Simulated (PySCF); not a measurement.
## Bond length, frequency and bond energy of GeTe by level of theory

State: ¹Σ⁺ (singlet), closed shell. Set-up: PySCF, scalar-relativistic core potentials, basis sets Ge def2-TZVPPD, Te def2-TZVPPD with ECP28. De refers to Ge + Te in their high-spin ground configurations, without counterpoise correction. A positive dipole means Ge(−)Te(+).

```csv
Level,Re (Å),ωe (cm⁻¹),De (eV),μ (D),"CPU s a point (SCF and correlation, without the integrals)"
RHF,2.325,354,2.14,-1.85,1.5
RHF-MP2,2.333,338,4.56,n/a,2.6
RHF-SCS-MP2,2.338,337,4.37,n/a,n/a
RHF-CCSD,2.332,342,4.02,n/a,n/a
RHF-CCSD(T),2.351,325,4.37,n/a,100
PBE,2.367,315,4.74,-1.11,2.8
revPBE,2.375,312,4.46,-1.16,2.8
r²SCAN,2.342,330,4.50,-1.04,4.2
TPSSh,2.345,328,4.52,-1.17,6.3
PBE0,2.337,335,4.40,-1.24,8
r²SCAN0,2.324,343,4.22,-1.19,5.6
B97-3,2.350,330,4.35,-1.29,3.8
M06,2.353,328,4.73,-1.02,6.1
ωB97X,2.315,353,4.51,-1.30,7.6
```

**Question.** What are the measured Re and ωe, and which levels come closest?

**Answer.** Re = 2.340165 Å and ωe = 323.9 cm⁻¹ (Huber and Herzberg, Constants of Diatomic Molecules (1979)). Closest are r²SCAN for the length (off by 0.002 Å) and RHF-CCSD(T) for the frequency (off by 0.4 %).

| Level | error in Re (pm) | error in ωe (%) |
| --- | --- | --- |
| RHF | -1.5 | 9.2 |
| RHF-MP2 | -0.8 | 4.4 |
| RHF-SCS-MP2 | -0.2 | 4.0 |
| RHF-CCSD | -0.8 | 5.6 |
| RHF-CCSD(T) | 1.1 | 0.4 |
| PBE | 2.6 | -2.8 |
| revPBE | 3.5 | -3.8 |
| r²SCAN | 0.2 | 1.8 |
| TPSSh | 0.5 | 1.2 |
| PBE0 | -0.3 | 3.4 |
| r²SCAN0 | -1.6 | 5.9 |
| B97-3 | 0.9 | 1.9 |
| M06 | 1.3 | 1.2 |
| ωB97X | -2.5 | 8.9 |

Correlated steps freeze 13 core orbitals. These are scalar-relativistic numbers at best; spin–orbit coupling would shift them, the dissociation energy most. Where the molecule has an RHF reference, its open-shell atoms are computed with UHF.

The whole job (state search and all levels along the bond) took about 14 min on 2 threads of Arm Neoverse V1 (shared host), peak memory 3.7 GiB.
